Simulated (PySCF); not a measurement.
B(Me)(OH)(PH2) (CH6BOP), SMILES PB(O)C. Atoms are numbered in the order given.

```xyz
10

B      0.2208    -0.3380     0.2595
C      1.6371    -0.7677    -0.2831
H      2.2518    -1.3071     0.4584
H      2.2198     0.0904    -0.6551
H      1.5026    -1.4403    -1.1497
O     -0.3315    -0.8702     1.3835
H      0.2500    -1.5101     1.8171
P     -0.7897     1.0830    -0.5828
H     -2.0850     0.5018    -0.4629
H     -0.5688     0.6789    -1.9326
```
Charge 0, spin multiplicity 1.

Geometry: r2SCAN-D4/def2-SVP. Other conformers were not sampled.

Method: r2SCAN/def2-TZVP (PySCF).

ESP charges are fitted to the potential on shells at 1.4 to 2.0 van der Waals radii. Atomic charges (e):

| atom | Mulliken | meta-Löwdin | Löwdin | ESP fit |
|---|---|---|---|---|
| B1 | 0.23 | 0.23 | -0.94 | 0.56 |
| C2 | -0.42 | -0.48 | -0.29 | -0.74 |
| H3 | 0.10 | 0.11 | 0.14 | 0.16 |
| H4 | 0.13 | 0.14 | 0.15 | 0.21 |
| H5 | 0.14 | 0.14 | 0.16 | 0.17 |
| O6 | -0.39 | -0.49 | 0.19 | -0.61 |
| H7 | 0.31 | 0.35 | 0.21 | 0.42 |
| P8 | -0.21 | -0.05 | 0.31 | -0.34 |
| H9 | 0.06 | 0.03 | 0.04 | 0.10 |
| H10 | 0.05 | 0.02 | 0.03 | 0.07 |

Q: Give the Mayer and Wiberg (Löwdin basis) orders of the bonds. (Estimate from the structure and the level; the computed values follow.)

A: 
```csv
bond,Mayer,Wiberg
B1–C2,1.00,1.35
C2–H3,0.96,0.87
C2–H4,0.95,0.86
C2–H5,0.94,0.85
B1–O6,1.36,2.03
O6–H7,0.87,0.94
B1–P8,1.12,1.49
P8–H9,0.95,0.94
P8–H10,0.95,0.94
```
